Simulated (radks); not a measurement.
The numbers below are computed, except where a source is named.
Coulomb parameter of the 3d shell of the cobalt ion Co3+ in the model configuration [Ar] 3d5 4p1, as a second difference U = [E(n + 1) + E(n - 1) - 2 E(n)] / (1)^2 with all orbitals relaxed. "Bare": the charge of the atom changes with n. "Screened": the 4p shell takes up the change at fixed total charge, which measures U(3d,3d) + U(4p,4p) - 2 U(3d,4p). Code: a radial shooting solver on a logarithmic mesh with Libxc functionals. Model: scalar-relativistic Kohn-Sham, r2SCAN, spin-unpolarised, spherical densities, finite nucleus; meta-GGA in the generalised Kohn-Sham scheme; Fermi nuclear charge, rms radius 3.7875 fm.

| case | configuration | E - E(n) (eV) |
|---|---|---|
| start | [Ar] 3d5 4p1 | 0.000 |
| bare +1 | [Ar] 3d6 4p1 | -44.379 |
| bare -1 | [Ar] 3d4 4p1 | 64.886 |
| screened +1 | [Ar] 3d6 | -24.108 |
| screened -1 | [Ar] 3d4 4p2 | 30.233 |

U(bare) = 20.508 eV, U(screened by 4p) = 6.125 eV, against the Slater integral F0(3d,3d) = 28.141 eV with frozen orbitals.
